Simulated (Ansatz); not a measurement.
```xyz
4

F     0.0084   -0.3862   -1.1991
H    -0.0089    0.4569   -0.8028
F     0.0063    0.3785    1.1992
H     0.0047   -0.4628    0.7941
```

Basis set: cc-pVDZ (spherical functions). Frozen core: 2 orbitals. Charge 0, multiplicity 1.

Computed with Ansatz (development build ahead of 0.2.0); each method stands on the lowest determinant of its kind that the runs found. Restricted open shells among the atoms or ions are ROHF, correlated in semicanonical orbitals with singles.

The atomization energy at this shape (free ground-state atoms in the same class of orbitals less the molecule, no zero-point energy) of singlet H₂F₂:

| method | atomization energy |
| --- | --- |
| RHF-MP2 | 265.12 kcal/mol |

Question: What does RHF give?

Answer: 190.06 kcal/mol.
